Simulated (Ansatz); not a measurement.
`[Br][In]([Br])[Br]` + H–F → `[F][In]([Br])[Br]` + HBr at 298.15 K and 1 bar (ligand exchange at the In–Br bond).

Program: Ansatz. Geometries: PBE0-D4/def2-TZVP. ΔE: electronic, gas phase. CCSD(T)/CBS is the MP2 limit (def2-TZVPP, def2-QZVPP) plus CCSD(T) − MP2 in def2-TZVPP, frozen cores. This one scheme is used for every species. def2 core potentials past Kr. For Br, In outer-core shells are correlated without core-valence functions, which leaves a few kJ/mol of doubt a bond. Scalar relativity is left out up to krypton.

| species | CCSD(T)/CBS energy (Eh) | H − E (kJ/mol) | S (J/(mol·K)) |
| --- | --- | --- | --- |
| `[Br][In]([Br])[Br]` | -7909.93741 | 25.8 | 375.0 |
| H–F | -100.39570 | 33.5 | 173.6 |
| `[F][In]([Br])[Br]` | -5436.38187 | 27.2 | 362.3 |
| HBr | -2573.91920 | 24.6 | 198.6 |

H − E and S are ideal-gas, rigid-rotor, harmonic terms from PBE0-D4/def2-TZVP. 1 Eh = 2625.50 kJ/mol, R = 8.31446 J/(mol·K).

**Question.** By hand: ΔE, ΔH, ΔS and ΔG.

**Answer.** ΔE = (-5436.38187) + (-2573.91920) − (-7909.93741) − (-100.39570) = 0.03204 Eh = 84.1 kJ/mol. Δ(H − E) = 27.2 + 24.6 − 25.8 − 33.5 = -7.5, so ΔH = 76.6 kJ/mol. ΔS = 362.3 + 198.6 − 375.0 − 173.6 = 12.3 J/(mol·K). ΔG = 76.6 − 298.15 × (12.3)/1000 = 72.9 kJ/mol.

**Question.** By hand: the equilibrium constant, and the temperature at which ΔG would vanish if ΔH and ΔS stayed fixed.

**Answer.** log₁₀ K = −ΔG/(RT ln 10) = -12.8. ΔG = 0 at ΔH/ΔS = 6228 K, far beyond where these terms or the molecules hold.

The number of gas molecules stays the same, so ΔS is small and ΔH decides. A doubt of 5 kJ/mol in ΔE shifts log₁₀ K by 0.9 here. These are equilibria of isolated gas molecules and say nothing of rates. Largest T1 diagnostic: 0.012 (customary marks: 0.02 for closed shells, 0.045 for open ones).
